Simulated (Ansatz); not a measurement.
Ansatz (an electronic-structure program) job for BClH, SMILES [BH]Cl, multiplicity 2, PBE0-D3(BJ)/def2-TZVPD. 

Ansatz 0.2 input:
```yaml
crystal:
  periodic: [false, false, false]
  atoms:
    - {symbol: B, position_ang: [-0.20257935, -1.18402887, 0.00000000]}
    - {symbol: Cl, position_ang: [0.01865523, 0.46202798, -0.00000000]}
    - {symbol: H, position_ang: [0.69575775, -1.93433137, 0.00000000]}
basis:
  gaussian:
    orbitals: def2-TZVPD
hamiltonian:
  xc: pbe0
  dispersion: d3bj
magnetization: {spin_polarized: true, initial_magnetization: 1}
relax: {f_tol: 0.002, max_steps: 200}
```

Log of the run:

```
WARN ansatz: RAYON_NUM_THREADS=1 ignored (pool sized by the plan → 1); use --threads N
Functional definition: PBE0
integrals: 0.02 GiB planned
524 factors; their error is unknown
mean field: 0.26 GiB planned
mean field evaluation 1: about -13208.1981 eV, gradient 1.1e1 eV
mean field evaluation 2: about -13208.2573 eV, gradient 1.2e1 eV
mean field evaluation 4: about -13209.0650 eV, gradient 6.0e-1 eV
mean field evaluation 8: about -13209.0945 eV, gradient 7.9e-2 eV
mean field evaluation 16: about -13209.0945 eV, gradient 2.3e-5 eV
mean field -13209.09450862 eV, -485.4252697461 hartree, gradient 2.3e-5 eV, S^2 0.752880; 0 other end points of the search recorded, 0 dependent functions left out
the calculation of the forces begins
reference -13209.09454416 eV, -485.4252710520 hartree; 12, 11 occupied and 80, 81 virtual orbitals, 524 factors
relax step   1: F+E_penalty+E_count = -13209.12587164 eV  Δ(F+E_penalty+E_count) = +0.000e0 eV  max|allowed force component| = 1.431e0 eV/Å  Δτ_max = 0.0000 Å  (31 SCF iters, accepted)
these checks for a lower state are left out or cut short: starts, cluster_reference, orbital_swaps, neighbouring_geometries, increment
integrals: 0.02 GiB planned
524 factors; their error is unknown
mean field: 0.26 GiB planned
mean field -13209.12559872 eV, -485.4264122860 hartree, gradient 2.2e-5 eV, S^2 0.752865; 0 other end points of the search recorded, 0 dependent functions left out
the calculation of the forces begins
reference -13209.12563435 eV, -485.4264135954 hartree; 12, 11 occupied and 80, 81 virtual orbitals, 524 factors
relax step   2: F+E_penalty+E_count = -13209.15690577 eV  Δ(F+E_penalty+E_count) = -3.103e-2 eV  max|allowed force component| = 7.617e-1 eV/Å  Δτ_max = 0.0253 Å  (32 SCF iters, accepted)
these checks for a lower state are left out or cut short: starts, cluster_reference, orbital_swaps, neighbouring_geometries, increment
integrals: 0.02 GiB planned
524 factors; their error is unknown
mean field: 0.26 GiB planned
mean field evaluation 32: about -13209.1363 eV, gradient 2.3e-5 eV
mean field -13209.13628726 eV, -485.4268050827 hartree, gradient 2.3e-5 eV, S^2 0.752853; 0 other end points of the search recorded, 0 dependent functions left out
the calculation of the forces begins
reference -13209.13632308 eV, -485.4268063989 hartree; 12, 11 occupied and 80, 81 virtual orbitals, 524 factors
relax step   3: F+E_penalty+E_count = -13209.16754656 eV  Δ(F+E_penalty+E_count) = -1.064e-2 eV  max|allowed force component| = 1.008e-1 eV/Å  Δτ_max = 0.0197 Å  (32 SCF iters, accepted)
these checks for a lower state are left out or cut short: starts, cluster_reference, orbital_swaps, neighbouring_geometries, increment
integrals: 0.02 GiB planned
524 factors; their error is unknown
mean field: 0.26 GiB planned
mean field -13209.13664931 eV, -485.4268183877 hartree, gradient 2.4e-5 eV, S^2 0.752854; 0 other end points of the search recorded, 0 dependent functions left out
the calculation of the forces begins
reference -13209.13668515 eV, -485.4268197047 hartree; 12, 11 occupied and 80, 81 virtual orbitals, 524 factors
relax step   4: F+E_penalty+E_count = -13209.16791092 eV  Δ(F+E_penalty+E_count) = -3.644e-4 eV  max|allowed force component| = 1.708e-2 eV/Å  Δτ_max = 0.0041 Å  (33 SCF iters, accepted)
these checks for a lower state are left out or cut short: starts, cluster_reference, orbital_swaps, neighbouring_geometries, increment
integrals: 0.02 GiB planned
524 factors; their error is unknown
mean field: 0.26 GiB planned
mean field -13209.13667027 eV, -485.4268191579 hartree, gradient 1.5e-5 eV, S^2 0.752855; 0 other end points of the search recorded, 0 dependent functions left out
the calculation of the forces begins
reference -13209.13670610 eV, -485.4268204748 hartree; 12, 11 occupied and 80, 81 virtual orbitals, 524 factors
relax step   5: F+E_penalty+E_count = -13209.16793472 eV  Δ(F+E_penalty+E_count) = -2.381e-5 eV  max|allowed force component| = 1.284e-3 eV/Å  Δτ_max = 0.0016 Å  (27 SCF iters, accepted)
integrals: 0.02 GiB planned
524 factors; their error is unknown
mean field: 0.26 GiB planned
mean field evaluation 64: about -13209.1367 eV, gradient 1.0e-4 eV
mean field -13209.13667027 eV, -485.4268191579 hartree, gradient 1.6e-5 eV, S^2 0.752855; 1 other end points of the search recorded, 0 dependent functions left out
the calculation of the forces begins
reference -13209.13670610 eV, -485.4268204748 hartree; 12, 11 occupied and 80, 81 virtual orbitals, 524 factors
Total energy: -13209.16797056 eV, -485.4279694224 hartree
Atom 0 at    -0.200874    -1.191626    -0.000000 Å, force    -0.000549     0.001284    -0.000000 eV/Å
Atom 1 at     0.008650     0.504946     0.000000 Å, force     0.000060    -0.001274     0.000000 eV/Å
Atom 2 at     0.704058    -1.969653    -0.000000 Å, force     0.000488    -0.000010     0.000000 eV/Å
Dipole moment:     0.102319    -0.014753     0.000000 e Å
```

Self-consistency was reached.

Cost: roughly 8 core-seconds.
